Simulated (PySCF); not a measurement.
C6H12, SMILES C1CCCCC1.

Geometry optimised at PBE0-D3(BJ)/def2-SVP. One conformer was computed; it need not be the lowest.

Method: CAM-B3LYP/def2-TZVP (PySCF).

Symmetry labels are those of the subgroup C2h that the program uses (full group D3d).

Q: List the valence orbital energies around the gap with their symmetry. (An estimate is asked for; the answer gives what the named calculation found.)

A: 
```
orbital  symmetry  energy (eV)
-------  --------  -----------
HOMO−7         Bu       -12.00
HOMO−6         Au       -12.00
HOMO−5         Au       -11.92
HOMO−4         Au       -10.87
HOMO−3         Bu       -10.87
HOMO−2         Ag       -10.15
HOMO−1         Bg        -9.72
HOMO           Ag        -9.72
LUMO           Ag         1.92
LUMO+1         Bu         2.48
LUMO+2         Au         2.83
LUMO+3         Bu         2.83
```
